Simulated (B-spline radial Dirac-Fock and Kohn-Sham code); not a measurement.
## Atomic SCF run for Rh²⁺

ΔSCF core binding energies without Breit or QED terms, calculated with a B-spline atomic structure program. Keys: rel is the Hamiltonian (dirac, or spin-free x2c and nr, where L3 and M5 stand for the whole 2p and 3d shells), method is hf or an exchange,correlation pair (spin-unpolarised, also for the hole states), nuc the nuclear model, radius_factor scales its radius, rmax is the box in bohr, h the logarithmic mesh step, order the B-spline order, points the quadrature points per cell, c_factor scales the speed of light, and damp, ndamp, maxit and tol steer the iteration. The run stops when the commutator error falls below 10·tol·max(1, Z/10), or the numerical noise floor, and the energy has settled to about 1e-8 Ha; the virial ratio is −V/T.

Input (task.json):

```json
{"items": [{"Z": 45, "q": 2, "cfg": [[1, 0, 2], [2, 0, 2], [2, 1, 6], [3, 0, 2], [3, 1, 6], [3, 2, 10], [4, 0, 2], [4, 1, 6], [4, 2, 7]], "A": 103, "rrms": 4.4945, "do": "settings", "holes": ["K", "L3", "M5"],
  "settings": [{"rel": "dirac", "method": "hf", "nuc": "fermi", "radius_factor": 1.0, "rmax": 45.0, "h": 0.3, "order": 8, "points": 10, "c_factor": 1.0, "maxit": 59, "damp": 0.995, "ndamp": 100, "tol": 1e-08}]}]}
```

Command: `python xray2_run.py task.json out`

Ground-state iterations:

```
iter   energy (Ha)        error
   1    -4773.59221235  1.59e+00
   2    -4778.96276273  3.98e-01
   3    -4779.00105466  3.95e-01
   4    -4779.03884810  3.92e-01
   5    -4779.07614928  3.89e-01
   6    -4779.11296432  3.87e-01
   7    -4779.14929932  3.84e-01
   8    -4779.18516026  3.81e-01
   9    -4779.22055307  3.78e-01
  10    -4779.25548360  3.75e-01
  11    -4779.28995763  3.73e-01
  12    -4779.32398088  3.70e-01
  13    -4779.35755899  3.67e-01
  14    -4779.39069752  3.64e-01
  15    -4779.42340199  3.62e-01
  23    -4779.67005062  3.41e-01
  31    -4779.89188465  3.21e-01
  39    -4780.09129812  3.02e-01
  47    -4780.27046229  2.84e-01
  55    -4780.43134614  2.67e-01
  59    -4780.50549754  2.59e-01
```

The ground state had not converged after 59 iterations, with total energy -4780.50550 Ha, virial ratio 1.94866 and highest orbital energy -16.13 eV. ΔSCF binding energies: K (1s) 23348.3 eV, L3 (2p3/2) 3065.5 eV, M5 (3d5/2) 352.5 eV (not all states converged, so these are not final).

Problem. One setting is unsound. Which, and why?

Solution. damp is so close to 1 that the orbitals hardly move in each step. With the default settings (Dirac Hartree-Fock): The ground state converged in 10 iterations, with total energy -4781.78284 Ha, virial ratio 1.95903 and highest orbital energy -32.00 eV. ΔSCF binding energies: K (1s) 23319.8 eV, L3 (2p3/2) 3042.1 eV, M5 (3d5/2) 339.4 eV.
